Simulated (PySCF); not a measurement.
```csv
wavenumber (cm⁻¹),absorption (km/mol per cm⁻¹)
0,0.013
6,0.015
13,0.018
19,0.022
25,0.027
32,0.033
38,0.044
44,0.061
50,0.092
57,0.157
63,0.337
69,1.083
76,1.597
82,0.887
88,1.691
95,0.625
101,0.232
107,0.122
114,0.078
120,0.055
126,0.043
133,0.035
139,0.030
145,0.027
151,0.025
158,0.024
164,0.024
170,0.024
177,0.024
183,0.025
189,0.027
196,0.029
202,0.032
208,0.035
215,0.040
221,0.045
227,0.053
234,0.063
240,0.077
246,0.096
252,0.125
259,0.168
265,0.239
271,0.367
278,0.635
284,1.330
290,3.935
297,11.984
303,4.154
309,1.378
316,0.651
322,0.374
328,0.242
335,0.169
341,0.125
347,0.096
353,0.076
360,0.062
366,0.051
372,0.043
```

This is the computed harmonic infrared spectrum of singlet CdCl₃⁻, Lorentzian lines of 9 cm⁻¹ full width. Level of theory: PBE0 in PySCF with Cd def2-SVPD with ECP28, Cl def2-SVPD; scalar-relativistic core potentials, no spin–orbit coupling; density-fitted integrals.

Which bands make it up, and how are they assigned?

In D3h symmetry, counting bands above 1 % of the strongest: 73 cm⁻¹ (e', bend, 25 km/mol); 89 cm⁻¹ (a2'', bend, 22 km/mol); 297 cm⁻¹ (e', stretch, 170 km/mol).

This need not be the most stable arrangement of these atoms. The lowest empty level of this anion is unbound, so it and the gap depend on the basis.
